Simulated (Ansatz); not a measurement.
Geometry optimisation, Ansatz 0.2.0, RKS PBE0-D4/def2-SVP.

Input file:

```yaml
crystal:
  periodic: [false, false, false]
  atoms:
    - { symbol: Zr, position_ang: [0.0, 0.0, 0.0] }
    - { symbol: F, position_ang: [0.0, 0.0, 1.98] }
    - { symbol: Cl, position_ang: [2.3764, 0.0, -0.8392] }
    - { symbol: F, position_ang: [-0.9326, 1.6157, -0.6593] }
    - { symbol: F, position_ang: [-0.9326, -1.6157, -0.6593] }
basis:
  gaussian: { orbitals: def2-SVP }
hamiltonian:
  xc: pbe0
  dispersion: d4
relax:
  f_tol: 0.02
  max_steps: 40
output:
  orbitals: {}
```

Run as:

```bash
$ ansatz run input.yaml --threads 2 --pin off --max-ram 3072MiB --backend cpu --events-out ev --progress --plain --runs-dir out
```

Where does it end, and by what steps?

The forces met the threshold. After 3 steps the energy has fallen by 0.578 eV; Cl3 moved furthest, 0.15 Å.

| step | energy less start (eV) | largest force component (eV/Å) | accepted |
| --- | --- | --- | --- |
| 0 | 0.0000 | 2.480 | yes |
| 1 | -0.5318 | 1.222 | yes |
| 2 | -0.5781 | 0.059 | yes |
| 3 | -0.5783 | 0.009 | yes |

```xyz
5
Properties=species:S:1:pos:R:3
Zr 0.024 0.000 -0.008
F 0.010 0.000 1.881
Cl 2.233 0.000 -0.789
F -0.878 1.539 -0.631
F -0.878 -1.539 -0.631
```

Whether the end is a true minimum wasn't checked by a vibrational analysis.

Run time: 19 s on 2 threads of AMD EPYC 7R43 64-Core Processor (Zen 3), with other jobs on the host, peak memory 0.21 GiB.
